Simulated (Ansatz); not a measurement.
Ga7P7 was relaxed with PBE-D4 (def2-SVP) in Ansatz in these states: charge -1 doublet, neutral singlet. The geometries follow in no particular order.

A:

| atom | x (Å) | y (Å) | z (Å) |
| --- | --- | --- | --- |
| Ga1 | 0.193 | -3.128 | 0.629 |
| Ga2 | -2.436 | 1.562 | 0.572 |
| Ga3 | -1.118 | -0.890 | 1.669 |
| Ga4 | -1.662 | 0.160 | -2.643 |
| Ga5 | 1.986 | 0.916 | -0.182 |
| Ga6 | 2.558 | -1.750 | -0.792 |
| Ga7 | -0.232 | 2.845 | -0.734 |
| P8 | -0.602 | -2.917 | 2.648 |
| P9 | 0.500 | -2.474 | -1.574 |
| P10 | -2.480 | 0.705 | 2.576 |
| P11 | -2.349 | 2.506 | -1.497 |
| P12 | 3.978 | -0.249 | -0.095 |
| P13 | 1.772 | 3.179 | 0.057 |
| P14 | -0.109 | -0.465 | -0.634 |

B:

```xyz
14

Ga    1.017   -1.672   -2.755
Ga   -2.420    1.693    0.293
Ga   -1.477   -0.584   -1.444
Ga    0.698    3.053   -0.203
Ga    1.026   -0.934    1.631
Ga    2.707   -1.905   -0.683
Ga   -0.610    1.435    2.530
P    -1.129   -2.241   -2.977
P     2.175    0.162   -1.755
P    -3.562    0.219   -0.833
P    -1.396    3.329    1.519
P     2.409   -2.732    1.368
P     0.079   -0.302    3.649
P     0.482    0.479   -0.341
```

**Question.** Judge from the bond lengths which geometry belongs to which state (an estimate).

**Answer.** A is the neutral singlet (Ga5–Ga6 2.795 Å, Ga1–Ga3 2.795 Å, P9–P14 2.300 Å); B is the charge -1 doublet (Ga5–Ga6 3.021 Å, Ga1–Ga3 3.020 Å, P9–P14 2.229 Å).
